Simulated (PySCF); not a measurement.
## Broadened absorption spectrum of [C7H7OS]+

C7H7OS (charge +1).
SMILES: `C#Cc1c([S@@](C)=O)[c+]1C`

Method used: PySCF 2.14.0, density-fitted response routines, TDDFT B3LYP/def2-SVPD, vertical, gas phase, core orbitals frozen in the response. Geometry: GFN2-xTB, one conformer, isolated ion. GFN2-xTB frequencies show an imaginary mode (46i cm⁻¹), so this geometry is no minimum at that level. Torsions of this conformer, `[CH:1]#[C:2][c:3]1[c:4]([S@@:5]([CH3:6])=[O:7])[c+:8]1[CH3:9]`: C3–C4–S5–C6 91°.

Each state is given a Gaussian of 0.5 eV full width at half maximum, with ε(max) = 2.175×10⁸ f / Δν̃ (Δν̃ the width in cm⁻¹). The width is an assumption, not a result. The curve ends short of the highest state used, and states not computed would add to its high-energy end.

(E (eV), ε (L mol⁻¹ cm⁻¹)): (2.45, 5), (2.51, 13), (2.57, 31), (2.63, 67), (2.70, 154), (2.76, 285), (2.82, 489), (2.88, 775), (2.95, 1197), (3.01, 1595), (3.07, 1963), (3.14, 2263), (3.20, 2349), (3.26, 2260), (3.32, 2026), (3.39, 1652), (3.45, 1332), (3.51, 1086), (3.57, 956), (3.64, 978), (3.70, 1142), (3.76, 1416), (3.83, 1818), (3.89, 2163), (3.95, 2435), (4.01, 2572), (4.08, 2515), (4.14, 2293), (4.20, 1962), (4.26, 1591), (4.33, 1195), (4.39, 933), (4.45, 760), (4.52, 664), (4.58, 674), (4.64, 787), (4.70, 1047), (4.77, 1613), (4.83, 2379), (4.89, 3407), (4.96, 4831), (5.02, 6057), (5.08, 7055), (5.14, 7617)

(1) Where are the band maxima, and which computed states make them?

(2) Does any computed singlet lie in the visible range?

(3) On this curve, what absorbance would a 10⁻⁵ mol/L sample give at 280 nm over a 1 cm path?

(4) Coming from long wavelengths, where does ε first pass 100 L mol⁻¹ cm⁻¹?

Results:

(1) 388 nm (3.20 eV), ε about 2300, made up of S1 (99%); 308 nm (4.03 eV), ε about 2600, made up of S3 (95%) (ε in L mol⁻¹ cm⁻¹; maxima over ε = 5, shares over 10%). At its high-energy end, 5.14 eV, the curve is still rising (ε about 7600, from S6). The states used: S1 3.20 eV (f 0.043); S2 3.71 eV (f 0.0058); S3 4.04 eV (f 0.046); S4 4.54 eV (f 0.0070); S5 4.83 eV (f 0.0016); S6 5.17 eV (f 0.141); S7 5.73 eV (f 0.0093); S8 5.74 eV (f 0.022).

(2) S1 lies in the visible range (380 to 750 nm), at 388 nm, f = 0.043; light of that wavelength is violet, and its complementary colour is yellow-green; a Tamm–Dancoff triplet lies at 448 nm, without intensity as long as spin–orbit coupling is left out.

(3) 280 nm is 4.428 eV, where ε is about 810 L mol⁻¹ cm⁻¹, so A = ε c l ≈ 0.0081 (Beer–Lambert, with the gas-phase spectrum and the assumed width).

(4) At about 466 nm (2.66 eV), 0.53 eV below S1.
